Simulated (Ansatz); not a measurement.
(KNH2)4 ring (K4N4H8). The state is a singlet with charge 0. Geometry PBE0-D4/def2-SVP.

| atom | x (Å) | y (Å) | z (Å) |
| --- | --- | --- | --- |
| K1 | 0.527 | 3.148 | 0.476 |
| K2 | 1.122 | 0.284 | -3.044 |
| K3 | -0.489 | -3.163 | -0.464 |
| K4 | -1.109 | -0.288 | 3.045 |
| N5 | 1.497 | 2.687 | -1.962 |
| N6 | 0.261 | -2.227 | -2.842 |
| N7 | -1.067 | -2.780 | 2.107 |
| N8 | -0.685 | 2.318 | 2.697 |
| H9 | 2.502 | 2.909 | -1.971 |
| H10 | 1.136 | 3.405 | -2.605 |
| H11 | 0.972 | -2.857 | -3.239 |
| H12 | -0.512 | -2.366 | -3.508 |
| H13 | -0.429 | -3.343 | 2.687 |
| H14 | -1.968 | -3.229 | 2.321 |
| H15 | -1.582 | 2.815 | 2.789 |
| H16 | -0.176 | 2.686 | 3.513 |

Another isomer (singlet) lies 1.07 eV lower at PBE0-D4/def2-TZVP; other spin states weren't run for this one.

Problem. Estimate the orbital energies around the gap (eV) in Ansatz with HF/STO-3G, PBE-D4/def2-SVP, BLYP-D4/def2-TZVP, PBE0-D4/def2-SVP, PBE0-D4/def2-TZVP.

Solution. 
| orbital | HF/STO-3G | PBE-D4/def2-SVP | BLYP-D4/def2-TZVP | PBE0-D4/def2-SVP | PBE0-D4/def2-TZVP |
| --- | --- | --- | --- | --- | --- |
| HOMO−13 | -22.43 | -16.49 | -16.26 | -18.48 | -18.42 |
| HOMO−12 | -22.28 | -16.31 | -16.10 | -18.31 | -18.28 |
| HOMO−11 | -11.88 | -8.48 | -8.43 | -9.88 | -9.94 |
| HOMO−10 | -11.87 | -8.47 | -8.42 | -9.87 | -9.93 |
| HOMO−9 | -11.87 | -8.47 | -8.42 | -9.87 | -9.93 |
| HOMO−8 | -11.86 | -8.46 | -8.41 | -9.86 | -9.92 |
| HOMO−7 | -7.78 | -5.15 | -5.23 | -6.49 | -6.69 |
| HOMO−6 | -7.56 | -5.07 | -5.15 | -6.42 | -6.61 |
| HOMO−5 | -7.56 | -5.07 | -5.15 | -6.42 | -6.61 |
| HOMO−4 | -7.33 | -4.96 | -5.06 | -6.30 | -6.51 |
| HOMO−3 | -5.21 | -3.45 | -3.45 | -4.64 | -4.79 |
| HOMO−2 | -4.98 | -3.18 | -3.17 | -4.36 | -4.49 |
| HOMO−1 | -4.98 | -3.18 | -3.17 | -4.36 | -4.49 |
| HOMO | -4.76 | -2.93 | -2.89 | -4.10 | -4.20 |
| LUMO | 6.27 | -1.25 | -1.16 | -0.70 | -0.66 |
| LUMO+1 | 7.11 | -0.76 | -0.67 | -0.27 | -0.18 |
| LUMO+2 | 7.12 | -0.75 | -0.67 | -0.27 | -0.17 |
| LUMO+3 | 8.00 | -0.32 | -0.19 | 0.08 | 0.23 |
| LUMO+4 | 9.72 | 0.21 | 0.35 | 0.80 | 0.80 |
| LUMO+5 | 10.18 | 0.29 | 0.44 | 0.87 | 0.86 |
